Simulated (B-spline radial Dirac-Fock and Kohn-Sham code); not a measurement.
## Ga⁶⁺: non-radiative channels of the 2p3/2 vacancy

System: Ga⁶⁺, 1s2 2s2 2p6 3s2 3p6 3d7.

The run's input, task.json:

```json
{"items": [{
  "Z": 31,
  "q": 6,
  "cfg": [[1, 0, 2], [2, 0, 2], [2, 1, 6], [3, 0, 2], [3, 1, 6], [3, 2, 7]],
  "A": 69,
  "rrms": 3.9973,
  "do": ["binding", "quiet", "decay"],
  "holes": ["K", "L1", "L2", "L3", "M1", "M2", "M3"]
}]}
```

Launch: `python xray_run.py task.json out`

The computed values come from a radial B-spline solver: one-electron (LDA, Dirac) transition rates at Dirac-Fock energies. Kinetic energies are configuration averages from the vacuum level; the two-hole energies are estimated from single-hole states.

```tsv
transition	kinetic energy (eV)	width (meV)	share (%)
L3-M1M1	645.9	2.64	0.4
L3-M1M3	709.2	52.7	7.5
L3-M2M3	761.8	84.5	12.0
L3-M3M3	765.2	123	17.5
L3-M1M4	794.4	3.08	0.4
L3-M1M5	795.0	3.92	0.6
L3-M2M5	849.8	31.6	4.5
L3-M2M4	850.5	3.43	0.5
L3-M3M4	853.4	73.6	10.5
L3-M3M5	854.7	112	15.9
L3-M4M4	940.0	6.08	0.9
L3-M4M5	940.6	121	17.3
L3-M5M5	941.2	82.5	11.7
```

The listed channels hold 100 % of the non-radiative rate. Summed by principal shells, of 0.703 eV in all: LMM 100.0 %.
